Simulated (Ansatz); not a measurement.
Input file for H₄NO₂STa (`[NH2][Ta]([OH])([OH])=[S]`):

```yaml
crystal:
  periodic: [false, false, false]
  atoms:
    - {symbol: N, position_ang: [-0.277725, 0.759416, -1.429866]}
    - {symbol: Ta, position_ang: [0.136887, -0.037729, 0.322153]}
    - {symbol: O, position_ang: [1.115235, -1.645683, 0.067589]}
    - {symbol: O, position_ang: [-1.480664, -0.508626, 1.199234]}
    - {symbol: S, position_ang: [1.268355, 1.444912, 1.427858]}
    - {symbol: H, position_ang: [-0.800091, 0.288210, -2.155076]}
    - {symbol: H, position_ang: [-0.004479, 1.682517, -1.729223]}
    - {symbol: H, position_ang: [2.019356, -1.870494, 0.288392]}
    - {symbol: H, position_ang: [-1.888273, -0.158822, 1.991839]}
basis:
  gaussian: {orbitals: def2-SVP}
correlation: {method: ccsd_t}
```

```sh
$ ansatz run in.yaml --threads 2 --pin off --events-out ev --progress --plain --max-ram 32768MiB --backend cpu
```

Output of Ansatz, abridged:

```
Functional definition: HF
1084 factors; integrals over basis functions are off by at most 1.0e-3 eV
mean field evaluation 1: about -17961.3077 eV, gradient 5.9e1 eV
mean field evaluation 2: about -17961.3178 eV, gradient 5.9e1 eV
mean field evaluation 4: about -17968.4961 eV, gradient 6.4e0 eV
mean field evaluation 8: about -17968.6109 eV, gradient 5.6e-1 eV
mean field evaluation 16: about -17968.4826 eV, gradient 6.4e0 eV
mean field -17968.61223849 eV, -660.3343202017 hartree, gradient 2.5e-6 eV, S^2 0.000000; 0 other end points of the search recorded, 0 dependent functions left out
8 core orbitals not correlated: weight in the atoms' cores, before any rotation towards them, 1.000 or more for the frozen orbitals, at most 0.000 for the correlated occupied ones
reference -17968.61223849 eV, -660.3343202017 hartree; 20, 20 occupied and 84, 84 virtual orbitals, 1084 factors
second order -26.51684460 eV of doubles, -0.00000000 eV of singles
cycle   1  -25.49773804 eV  change     1.0e0 eV  update   2.1e-1
cycle   2  -26.36264607 eV  change   -8.6e-1 eV  update   9.8e-2
cycle   3  -26.61373716 eV  change   -2.5e-1 eV  update   3.5e-2
cycle   4  -26.61399248 eV  change   -2.6e-4 eV  update   1.1e-2
cycle   5  -26.60273869 eV  change    1.1e-2 eV  update   3.7e-3
cycle   6  -26.60282824 eV  change   -9.0e-5 eV  update   1.5e-3
cycle   7  -26.60309581 eV  change   -2.7e-4 eV  update   5.9e-4
cycle   8  -26.60282703 eV  change    2.7e-4 eV  update   2.3e-4
cycle   9  -26.60292176 eV  change   -9.5e-5 eV  update   9.1e-5
cycle  10  -26.60300258 eV  change   -8.1e-5 eV  update   3.3e-5
cycle  11  -26.60294490 eV  change    5.8e-5 eV  update   1.5e-5
cycle  12  -26.60294402 eV  change    8.8e-7 eV  update   6.8e-6
perturbative correction -1.03932644 eV, -0.0381945423 hartree
Total energy: -17996.25450896 eV, -661.3501549047 hartree
```

Hardware: 2 threads of an AMD EPYC 7R13 on a shared host. Wall time 17 s, peak host memory 0.67 GiB.

MP2 recovers 95.9 % of the CCSD(T) correlation energy and the triples give 3.8 %; T1 = 0.0205.
